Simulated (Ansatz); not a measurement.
One change: `[SH][Ti]([SH])([SH])[SH]` becomes `[OH][Ti]([SH])([SH])[SH]`.

Ansatz, PBE0-D4/def2-TZVP geometries, multiplicity 1. Each molecule was computed in one conformer, which needn't be the lowest.

Scalar relativity is left out up to krypton.

```csv
property,`[SH][Ti]([SH])([SH])[SH]`
LUMO energy (PBE0/def2-TZVPP) / eV,-2.97
LUMO energy (PBE/def2-TZVPP) / eV,-3.88
HOMO energy (ωB97M-V/def2-TZVPP) / eV,-9.92
size of the dipole moment (ωB97M-V/def2-TZVPP) / D,1.30
HOMO energy (PBE0/def2-TZVPP) / eV,-7.82
HOMO–LUMO gap (PBE0/def2-TZVPP) / eV,4.85
```

**Question.** What does the change do to each property? (Estimate.)

**Answer.** Computed: 
```json
{"property": "LUMO energy (PBE0/def2-TZVPP) / eV", "`[OH][Ti]([SH])([SH])[SH]`": "-2.68", "shift": "0.29"}
{"property": "LUMO energy (PBE/def2-TZVPP) / eV", "`[OH][Ti]([SH])([SH])[SH]`": "-3.58", "shift": "0.30"}
{"property": "HOMO energy (ωB97M-V/def2-TZVPP) / eV", "`[OH][Ti]([SH])([SH])[SH]`": "-9.63", "shift": "0.29"}
{"property": "size of the dipole moment (ωB97M-V/def2-TZVPP) / D", "`[OH][Ti]([SH])([SH])[SH]`": "1.44", "shift": "0.14"}
{"property": "HOMO energy (PBE0/def2-TZVPP) / eV", "`[OH][Ti]([SH])([SH])[SH]`": "-7.55", "shift": "0.27"}
{"property": "HOMO–LUMO gap (PBE0/def2-TZVPP) / eV", "`[OH][Ti]([SH])([SH])[SH]`": "4.87", "shift": "0.02"}
```

Dipoles are sizes alone; their direction can turn.
